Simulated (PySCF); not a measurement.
Species: (BeSe)4 cube, Be4Se4.
Geometry (PBE0-D3(BJ)/def2-SVP, Å), atoms numbered from 1 in this order:
```
atom  x, y, z in Å
Be1    1.306    0.380    0.560
Se2    0.670    1.874   -0.908
Be3   -0.974    1.030    0.263
Se4   -0.194    0.250    2.153
Be5   -0.416   -1.271    0.592
Se6    1.501   -1.566   -0.425
Be7    0.154   -0.182   -1.458
Se8   -1.908   -0.600   -0.861
```

Computed, not measured: TDDFT B3LYP/def2-SVPD, vertical, gas phase, core orbitals frozen in the response in PySCF 2.14.0, density-fitted response routines. The B3LYP/def2-SVPD calculation is non-relativistic and has no spin–orbit coupling, an omission that weighs most on selenium.

Kohn–Sham orbitals with the atoms that hold most of them (Löwdin shares over 4%, at most four atoms; ? is withheld):

| orbital | ε (eV) | atoms |
| --- | --- | --- |
| HOMO-3 | -7.70 | Se8 33%, Se2 16%, Se4 15%, Se6 13% |
| HOMO-2 | -7.23 | Se6 31%, Se4 29%, Se2 17%, Se8 7% |
| HOMO-1 | -7.22 | Se8 32%, Se2 27%, Se6 22%, Be1 6% |
| HOMO | -7.22 | Se4 30%, Se8 25%, Se2 20%, Se6 10% |
| LUMO | -3.19 | ? |
| LUMO+1 | -1.05 | Be1 25%, Se6 18%, Se4 15%, Se2 13% |
| LUMO+2 | -1.04 | Be7 20%, Be3 17%, Se8 17%, Se2 16% |

Give the leading atoms of the LUMO.

Be1 (bonded to 3 Se) 16%; Be5 (bonded to 3 Se) 16%; Be7 (bonded to 3 Se) 16%; Be3 (bonded to 3 Se) 16%.

Within 0.005 eV of a neighbour in this list lie HOMO-2/HOMO-1/HOMO and LUMO+1/LUMO+2 (point group found: Td); within a degenerate set the shares of single atoms can hang on how the components are chosen.

The HOMO–LUMO gap is 4.03 eV. Where does the response calculation put the lowest singlet, and from which orbitals?

S1 is at 3.05 eV (f = 0.0000), 0.98 eV below the gap, made of HOMO-2/HOMO-1/HOMO→LUMO (100%). S1/S2/S3 lie within about 0.01 eV of each other. Without the coupling terms of the response equations the lowest excitation would equal the gap.

Next come S2 at 3.05 eV (f 0.0000), HOMO-2/HOMO-1/HOMO→LUMO (100%); S3 at 3.06 eV (f 0.0000), HOMO-2/HOMO-1/HOMO→LUMO (100%); S4 at 3.67 eV (f 0.0019), HOMO-3→LUMO (98%); S5 at 3.67 eV (f 0.0018), HOMO-4→LUMO (98%).

Orbitals of the list HOMO-3 to LUMO+2 that lie within 0.01 eV of each other are written together with a slash and their weights summed (≥ marks a lower bound); for degenerate orbitals outside that list single weights are arbitrary.

One conformer stands for the species.
